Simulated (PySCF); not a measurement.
These 8 structures share the formula C8H13F. Level of theory: PBE0-D3(BJ)/def2-SVP geometry optimisation, gas phase in PySCF. One conformer each; no zero-point energy, no entropy. No frequencies were run at this level. Point groups hold within 0.08 Å.

Task: Rank from lowest to highest electronic energy at this level (kJ/mol).
A. `[CH2:1]=[C:2]1[CH2:3][CH2:4][CH2:5][C@H:6]([CH2:7][F:8])[CH2:9]1` with C5–C6–C7–F8 -62°, C1–C2–C3–C4 125°, C2–C3–C4–C5 54°, C3–C4–C5–C6 -55°, C4–C5–C6–C7 178°
B. `[F:1][C@@H:2]1[CH2:3][CH2:4][CH2:5][C@H:6]1[CH:7]1[CH2:8][CH2:9]1` with C5–C6–C7–C8 -158°, F1–C2–C3–C4 -92°, C2–C3–C4–C5 -41°, C3–C4–C5–C6 40°, C4–C5–C6–C7 -150°
C. 1-fluorobicyclo[2.2.2]octane, `FC12CCC(CC1)CC2`
D. `[F:1][C@:2]12[CH2:3][CH2:4][CH2:5][C@H:6]1[CH2:7][CH2:8][CH2:9]2` with F1–C2–C3–C4 -145°, C2–C3–C4–C5 40°, C3–C4–C5–C6 -39°, C4–C5–C6–C7 -93°
E. `F[C@@]12CCC[C@@H](CC1)C2`
F. `[F:1][CH2:2][C@H:3]1[CH2:4][CH2:5][C:6]12[CH2:7][CH2:8][CH2:9]2` with F1–C2–C3–C4 71°
G. `[CH3:1][C@@H:2]1[C@H:3]2[CH2:4][CH2:5][C@@H:6]([F:7])[CH2:8][C@@H:9]12` with C1–C2–C3–C4 141°, C2–C3–C4–C5 52°, C3–C4–C5–C6 50°, C4–C5–C6–F7 173°
H. `[F:1][C@@H:2]1[CH2:3][C@@H:4]2[CH2:5][CH2:6][CH2:7][CH2:8][C@H:9]12` with F1–C2–C3–C4 -143°, C2–C3–C4–C5 144°, C3–C4–C5–C6 -70°, C4–C5–C6–C7 -50°

Result: E (0.0), C (0.6), D (9.0), H (83.4), A (92.0), G (92.7), B (122.2), F (198.2).

As drawn, the highest has a four-membered ring and a quaternary carbon, which the lowest lacks. Neighbours under 10 kJ/mol apart (F[C@@]12CCC[C@@H](CC1)C2 and FC12CCC(CC1)CC2; FC12CCC(CC1)CC2 and F[C@]12CCC[C@H]1CCC2; F[C@@H]1C[C@@H]2CCCC[C@@H]21 and C=C1CCC[C@H](CF)C1; C=C1CCC[C@H](CF)C1 and C[C@@H]1[C@H]2CC[C@@H](F)C[C@@H]12) can change places with a better method, another conformer or zero-point energy.

```json
{"SMILES": "F[C@@]12CCC[C@@H](CC1)C2", "E (Eh)": "-411.79207", "E rel (kJ/mol)": "0.0", "dipole (D)": "1.89", "point group": "C1", "A, B, C (MHz)": "2425, 1698, 1407"}
{"SMILES": "FC12CCC(CC1)CC2", "E (Eh)": "-411.79185", "E rel (kJ/mol)": "0.6", "dipole (D)": "1.96", "point group": "near C3v", "A, B, C (MHz)": "2462, 1562, 1562"}
{"SMILES": "F[C@]12CCC[C@H]1CCC2", "E (Eh)": "-411.78863", "E rel (kJ/mol)": "9.0", "dipole (D)": "1.66", "point group": "C1", "A, B, C (MHz)": "2244, 1729, 1333"}
{"SMILES": "F[C@@H]1C[C@@H]2CCCC[C@@H]21", "E (Eh)": "-411.76030", "E rel (kJ/mol)": "83.4", "dipole (D)": "1.71", "point group": "C1", "A, B, C (MHz)": "2802, 1362, 1088"}
{"SMILES": "C=C1CCC[C@H](CF)C1", "E (Eh)": "-411.75705", "E rel (kJ/mol)": "92.0", "dipole (D)": "1.41", "point group": "C1", "A, B, C (MHz)": "2680, 1128, 904.0"}
{"SMILES": "C[C@@H]1[C@H]2CC[C@@H](F)C[C@@H]12", "E (Eh)": "-411.75676", "E rel (kJ/mol)": "92.7", "dipole (D)": "1.90", "point group": "C1", "A, B, C (MHz)": "3235, 1077, 912.7"}
{"SMILES": "F[C@@H]1CCC[C@H]1C1CC1", "E (Eh)": "-411.74552", "E rel (kJ/mol)": "122.2", "dipole (D)": "1.69", "point group": "C1", "A, B, C (MHz)": "2740, 1166, 923.8"}
{"SMILES": "FC[C@H]1CCC12CCC2", "E (Eh)": "-411.71657", "E rel (kJ/mol)": "198.2", "dipole (D)": "1.83", "point group": "C1", "A, B, C (MHz)": "2840, 1095, 934.2"}
```

Task: As an exercise, what shares would exp(−E/RT) give at 2000 K from these electronic energies alone (no entropy, no degeneracies)?

Result: RT = 16.629 kJ/mol: F[C@@]12CCC[C@@H](CC1)C2 39.0 %, FC12CCC(CC1)CC2 37.7 %, F[C@]12CCC[C@H]1CCC2 22.7 %, F[C@@H]1C[C@@H]2CCCC[C@@H]21 0.3 %, C=C1CCC[C@H](CF)C1 0.2 %, C[C@@H]1[C@H]2CC[C@@H](F)C[C@@H]12 0.1 %, F[C@@H]1CCC[C@H]1C1CC1 under 0.1 %, FC[C@H]1CCC12CCC2 under 0.1 %.
